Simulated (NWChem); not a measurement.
Species: C$_{2}$HCl$_{2}$, doublet; SMILES Cl[C]=CCl

```xyz
5

Cl     0.3524    -1.8001     0.0000
C     -0.8735    -0.6689     0.0000
C     -0.9709     0.6562     0.0000
Cl     0.4130     1.7359     0.0000
H     -1.9453     1.1673     0.0000
```
Atoms are numbered in this order, from 1.

Program: NWChem. Spin-unrestricted. Medium grid unless said otherwise, to which SCAN and Minnesota functionals are sensitive. In the optimisation the excess spin sits in a' (Cs, its own frame). All runs use the structure optimised with PBE-D3(BJ)/def2-SVP, spin-unrestricted. No stability test was run on the SCF state. Total energies of different functionals are on different scales.

```tsv
level	energy (Ha)	highest occupied level (eV)	lowest empty minus highest occupied level, either spin (eV)	dipole (D)	<S²>
B3LYP/def2-SVP	-996.7833	-6.96	3.65	0.55	0.761
PBE/def2-SVP	-996.2868	-6.00	1.92	0.48	0.758
BP86/def2-SVP	-996.8466	-6.09	1.88	0.48	0.757
SCAN/def2-SVP	-996.7948	-6.39	2.74	0.70	0.767
r2SCAN/def2-SVP	-996.6569	-6.35	2.74	0.67	0.768
RPBE/def2-SVP	-996.6781	-5.97	1.99	0.50	0.758
MN15/def2-SVP	-996.3927	-7.93	5.67	0.74	0.766
```
